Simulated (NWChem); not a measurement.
Species: C$_{4}$H$_{7}$Cl; SMILES CC(C)=CCl

```xyz
12

C     -0.7602    -2.1611     0.0000
C     -0.0299    -0.8507     0.0000
C      1.4638    -0.9139     0.0000
C     -0.7306     0.2907     0.0000
Cl    -0.0342     1.8761     0.0000
H     -1.8515    -2.0301     0.0000
H     -0.4864    -2.7604     0.8848
H     -0.4864    -2.7604    -0.8848
H      1.9167     0.0855     0.0000
H      1.8268    -1.4638    -0.8845
H      1.8268    -1.4638     0.8845
H     -1.8227     0.3092     0.0000
```
Atoms are numbered in this order, from 1.

Results from NWChem. Pople sets run with spherical d functions. Geometry: optimised at PBE0/def2-SVP. No frequency run checked for a minimum. Vertical excitations in the gas phase.

Problem. What does the run give for PBE0/6-31+G*, TDA? Quantities: lowest excitation, singlet (eV); oscillator strength of that lowest state; orbital gap (eV).

Solution. 
- lowest excitation, singlet (eV): 6.17
- oscillator strength of that lowest state: 0.001
- orbital gap (eV): 6.99
